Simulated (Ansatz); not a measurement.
Ansatz results at the PBE0-D4/def2-TZVP geometry: LUMO energy (ωB97M-V/def2-TZVPP) -0.26 eV; HOMO energy (B3LYP/def2-TZVPP) -7.57 eV; ideal-gas entropy at 298 K and 1 bar (rigid rotor, harmonic PBE0-D4/def2-TZVP) 389 J/(mol·K).

Each molecule was computed in one conformer, which needn't be the lowest.

**Question.** Which molecule gave them?
A. `C[CH2][In]([F])[CH2]C`
B. `C#[C][In]([Cl])[Cl]`
C. `[NH2][In]([SH])[SH]`
D. `[SH][In]([SH])[Br]`

**Answer.** D. The others give `[NH2][In]([SH])[SH]`: 0.46, -7.10, 382; `C[CH2][In]([F])[CH2]C`: 0.33, -6.90, 438; `C#[C][In]([Cl])[Cl]`: -0.37, -8.57, 370.

B3LYP here is the variant with VWN-RPA as its local correlation; programs differ in this.
